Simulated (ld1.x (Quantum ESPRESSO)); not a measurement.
Results of a calculation; reference values are marked as such.
## Potentials for gallium (Ga) compared

Generated with ld1.x 7.5 (TM, RRKJ, ultrasoft, PAW), atompaw 4.2 or ONCVPSP 4.0.1. The cutoff is in Ry: for ld1.x and atompaw files where the sum of valence levels is converged to 10 mRy in a Bessel basis, for ONCV files where the hardest occupied wave has 1 mHa per electron of residual kinetic energy. The error is the largest all-electron minus pseudo excitation energy over each file’s own four to seven test configurations (ionisations up to +4, promotions, holes and added fractions of an electron), all of which were solved. The labels leave out finer settings (local radius, basis sizes, second energies), which also bear on the numbers. Spin-polarised tests are not counted. The rows are a selection from randomly drawn settings: files with unsolved tests, undetermined cutoffs or missed reference levels are left out.

A true bound ghost makes a file unfit for plane-wave use even where its test errors are small: the radial tests pick states by their node count and pass the ghost by.

| potential | cutoff (Ry) | largest error (meV) | bound ghosts |
| --- | --- | --- | --- |
| ultrasoft, LDA (PZ), scalar-relativistic, rc 1.65/2.05/1.85 (spd), local smoothed, core correction yes, reference 4s2 4p1 | 12 | -190 | d |
| TM, LDA (PZ), scalar-relativistic, rc 1.75/1.95 (sp), local s, core correction yes, reference 4s1.75 4p1.25 | 15 | -152 | none |
| RRKJ, PBE, scalar-relativistic, rc 1.45/2.20 (sp), local s, core correction yes, reference 4s2 4p1 | 35 | -170 | none |
| TM, PBE, scalar-relativistic, rc 1.80/2.10/1.65 (spd), local d, core correction no, reference 4s2 4p0 | 15 | +170 | s, p |
| RRKJ, PBE, scalar-relativistic, rc 1.60/2.30/1.30 (spd), local s, core correction no, reference 3d10 4s1 4p0 | 140 | -451 | none |
| TM, LDA (PZ), scalar-relativistic, rc 1.50/1.65/0.90 (spd), local d, core correction yes, reference 3d10 4s1 4p0 | 300 | -427 | s, p |

**Question.** Fill in the row for Ga: RRKJ, PBE, scalar-relativistic, rc 1.90/1.65/1.90 (spd), local s, core correction no, reference 4s2 4p0.

**Answer.** cutoff 15 Ry, largest error +179 meV, bound ghosts: d.

**Question.** Fill in the row for Ga: TM, PBE, scalar-relativistic, rc 1.75/2.80/2.20 (spd), local p, core correction no, reference 4s2 4p1.

**Answer.** cutoff 15 Ry, largest error +97 meV, bound ghosts: s, d.
